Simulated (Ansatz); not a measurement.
**GeH2O (germanone): the vertical energy of the triplet above the singlet, rung by rung**

GeH2O has 4 atoms, charge 0, and is taken as a singlet. SMILES: `[O]=[GeH2]`. Geometry: a GFN2-xTB relaxation, a rough one for these elements and not checked as a minimum.

Each level gives the vertical energy of the triplet above the singlet (eV). The values are calculated.

```tsv
level	kind	program	value (eV)	CPU time (all runs)
SVWN5/STO-3G	LDA	Ansatz	2.24	2.1 s
BLYP/STO-3G	GGA	Ansatz	2.23	3.7 s
PBE/STO-3G	GGA	Ansatz	2.19	3.8 s
r2SCAN0/STO-3G	hybrid meta-GGA	Ansatz	2.10	10 s
CCSD(T)/STO-3G	coupled cluster or CI	Ansatz	2.96	0.86 s
CCSD/STO-3G	coupled cluster or CI	Ansatz	?	0.84 s
CCSDT/STO-3G	coupled cluster or CI	Ansatz	2.96	2.6 s
FCI/STO-3G	exact in the basis	Ansatz	2.96	17 s
```

(1) Estimate what the levels marked ? give.

## Answers

(1) As computed at these levels: CCSD/STO-3G: 2.87 eV. All-electron rows without a relativistic Hamiltonian named are non-relativistic. The values span 2.10 to 2.96 eV. All rows use very small basis sets, so even the best lies far from the true value. In the correlated wave-function rows the outer d shell of Ge is correlated, in sets not made for it. Times are those of the runs behind each value, whatever else they computed, on shared processors of several kinds: orders of magnitude only.
